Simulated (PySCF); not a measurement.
SMILES C[Si]([SiH2][Al]([OH])[OH])(C)C (C₃H₁₃AlO₂Si₂) (GFN2-xTB optimised geometry):

```
21

Si     0.003    -2.130    -1.663
C     -1.020    -3.615    -2.305
C      1.668    -2.811    -1.011
C      0.398    -1.010    -3.163
Si    -1.052    -0.810    -0.041
Al    -0.086     1.394     0.000
O      1.570     1.394     0.000
O     -1.068     2.727     0.000
H     -0.502    -4.158    -3.091
H     -1.229    -4.319    -1.505
H     -1.974    -3.287    -2.706
H      2.213    -3.363    -1.773
H      2.306    -2.000    -0.674
H      1.517    -3.480    -0.169
H     -0.500    -0.769    -3.724
H      0.830    -0.069    -2.825
H      1.103    -1.465    -3.854
H     -2.516    -0.790    -0.277
H     -0.986    -1.502     1.269
H      2.516     1.442     0.010
H     -1.642     3.480     0.004
```

Method: CAM-B3LYP/def2-SVP run with PySCF 2.14.0.

Problem. What are the frontier orbital energies and the dipole moment?

Solution. HOMO-2 -9.56 eV, HOMO-1 -9.09 eV, HOMO -8.19 eV, LUMO 0.83 eV, LUMO+1 1.13 eV; dipole moment 1.86 D.

On the same geometry PBE/def2-SVP run with PySCF gives HOMO-2 -6.86 eV, HOMO-1 -6.53 eV, HOMO -5.89 eV, LUMO -0.98 eV, LUMO+1 -0.61 eV; dipole moment 1.78 D.

Meta-Löwdin charges at CAM-B3LYP/def2-SVP: Si1 0.71, C2 -0.53, C3 -0.53, C4 -0.54, Si5 -0.03, Al6 0.91, O7 -0.73, O8 -0.72, H9 0.10, H10 0.11, H11 0.11, H12 0.10, H13 0.10, H14 0.11, H15 0.10, H16 0.10, H17 0.11, H18 -0.08, H19 -0.08, H20 0.34, H21 0.34.
